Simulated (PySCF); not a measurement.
SMILES Br[SiH2][SiH2]B at its PBE0/def2-SVP optimised geometry (Å):

```
10

B      1.8054     0.8549     1.5271
Si     1.3264    -0.3503     0.0000
Si    -1.0305    -0.3503     0.0000
Br    -1.7378     1.7789     0.0000
H      1.7757     0.4339     2.6593
H      2.0617     2.0212     1.3548
H      1.7378    -1.7789     0.1940
H      1.7676     0.1099    -1.3533
H     -1.5770    -1.0036     1.2259
H     -1.6038    -1.0201    -1.2045
```

Computed with PBE0/def2-TZVP (PySCF). Cells within 0.4 Å of a nucleus heavier than hydrogen are left out (blank, or x).

Map of the log10 of the electron density (e/bohr³), floored at −4 on the plane z = 0.0 Å:

```
|00000111111110000000000000000|
|00011223332221000000000000000|
|00122334444332110000000000000|
|01233455555443210000111000000|
|12334566666544321111111110000|
|12345677777654321112222211000|
|23456778987765432222333221000|
|2345678xxx8765432223333321100|
|2345678xxx8765433333333322100|
|23456789x98765433344444332100|
|23456678887665444445554432100|
|12345667777665555555555432210|
|12344566777666555666665443210|
|01234456667766666667665543210|
|0122345567xx766667xx866543210|
|0012345569xx877778xxx66543210|
|0012345668xx877678xx866543210|
|00123455678766666678766543210|
|00123445666666666667766543210|
|00012345555555555667776543210|
|00012334454444445567776543210|
|00001233344333344566766532100|
|00001122233222233456655432100|
|00000011111111123344544321000|
|00000000000000112233333221000|
|00000000000000001122222110000|
|00000000000000000011111000000|
|00000000000000000000000000000|
|00000000000000000000000000000|
```
Scale: ten equal steps from -4.00 (start of '0') to 0.171 (end of '9'), in the order '0123456789'; x runs from -4.00 to 4.00, y from -4.00 (bottom) to 4.00 (top).
